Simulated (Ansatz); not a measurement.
Calculation: frozen-core CCSD(T)/cc-pVQZ // PBE0-D3(BJ)/def2-TZVP in Ansatz (a first-principles code).

Ansatz 0.2 input:
```yaml
crystal:
  periodic: [false, false, false]
  atoms:
    - { symbol: Al, position_ang: [-0.000018, 0.000003, -0.334765] }
    - { symbol: H, position_ang: [-1.343721, -0.831068, -0.198648] }
    - { symbol: H, position_ang: [-0.057256, 1.568042, -0.564373] }
    - { symbol: H, position_ang: [1.40099, -0.73698, -0.241205] }
basis:
  gaussian: { orbitals: cc-pVQZ }
correlation:
  method: ccsd_t
```

Output:

```
Functional definition: HF
858 factors; integrals over basis functions are off by at most 8.8e-4 eV
mean field evaluation 1: about -6629.5501 eV, gradient 8.8e0 eV
mean field evaluation 2: about -6629.5503 eV, gradient 8.8e0 eV
mean field evaluation 4: about -6630.0000 eV, gradient 2.8e-1 eV
mean field evaluation 8: about -6630.0000 eV, gradient 3.5e-4 eV
mean field -6630.00002135 eV, -243.6480068093 hartree, gradient 1.6e-6 eV, S^2 0.000000; 0 other end points of the search recorded, 0 dependent functions left out
5 core orbitals not correlated
reference -6630.00002135 eV, -243.6480068093 hartree; 3, 3 occupied and 141, 141 virtual orbitals, 858 factors
second order -2.72255014 eV of doubles, -0.00000000 eV of singles
cycle   1  -3.12869569 eV  change   -4.1e-1 eV  update   5.0e-2
cycle   2  -3.31482548 eV  change   -1.9e-1 eV  update   1.8e-2
cycle   3  -3.31712137 eV  change   -2.3e-3 eV  update   3.5e-3
cycle   4  -3.31711538 eV  change    6.0e-6 eV  update   1.2e-3
cycle   5  -3.31704234 eV  change    7.3e-5 eV  update   3.5e-4
cycle   6  -3.31694167 eV  change    1.0e-4 eV  update   8.4e-5
cycle   7  -3.31696220 eV  change   -2.1e-5 eV  update   2.2e-5
cycle   8  -3.31697099 eV  change   -8.8e-6 eV  update   6.0e-6
cycle   9  -3.31696929 eV  change    1.7e-6 eV  update   1.8e-6
perturbative correction -0.04760581 eV, -0.0017494812 hartree
Total energy: -6633.36459645 eV, -243.7716526637 hartree
```

Cost: about 9 core-seconds (a rough figure).
